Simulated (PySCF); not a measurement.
C3H3BFNO, SMILES FB1N=CC=CO1. Heavy atoms are numbered as in [F:1][B:2]1[N:3]=[CH:4][CH:5]=[CH:6][O:7]1. Hydrogens are named by the atom that carries them.

Geometry optimised at B3LYP-D3(BJ)/def2-SVP. This is a generated structure with no PubChem entry under its InChIKey; it may be hypothetical.

Calculation: HF/pcSseg-1 (PySCF).

GIAO shieldings, no solvent; atoms alike by connectivity are averaged. δ = σ(ref) − σ: ¹⁹F against CFCl3 (σ = 238.5 ppm); ¹¹B against BF3 (σ = 102.7 ppm); ¹⁵N against NH3 (σ = 267.3 ppm); ¹³C against TMS (σ = 192.6 ppm); ¹⁷O against H2O (σ = 333.0 ppm); ¹H against TMS (σ = 31.99 ppm), references at their B3LYP-D3(BJ)/def2-TZVP geometries, non-relativistic.

```json
[
 {"atoms": "F1", "nucleus": "¹⁹F", "count": "1", "δ (ppm)": "[?]"},
 {"atoms": "B2", "nucleus": "¹¹B", "count": "1", "δ (ppm)": "11.1"},
 {"atoms": "N3", "nucleus": "¹⁵N", "count": "1", "δ (ppm)": "[?]"},
 {"atoms": "C4 (CH)", "nucleus": "¹³C", "count": "1", "δ (ppm)": "[?]"},
 {"atoms": "C6 (CH)", "nucleus": "¹³C", "count": "1", "δ (ppm)": "[?]"},
 {"atoms": "C5 (CH)", "nucleus": "¹³C", "count": "1", "δ (ppm)": "112.7"},
 {"atoms": "O7", "nucleus": "¹⁷O", "count": "1", "δ (ppm)": "[?]"},
 {"atoms": "H on C4", "nucleus": "¹H", "count": "1", "δ (ppm)": "9.34"},
 {"atoms": "H on C6", "nucleus": "¹H", "count": "1", "δ (ppm)": "8.04"},
 {"atoms": "H on C5", "nucleus": "¹H", "count": "1", "δ (ppm)": "6.41"}
]
```

Task: What belongs in the gaps? (An estimate is asked for; the answer gives what the named calculation found.)

Result: 
- C4 (CH), δ (ppm): 193.5
- N3, δ (ppm): 319.9
- F1, δ (ppm): -90.5
- O7, δ (ppm): 183.3
- C6 (CH), δ (ppm): 171.9
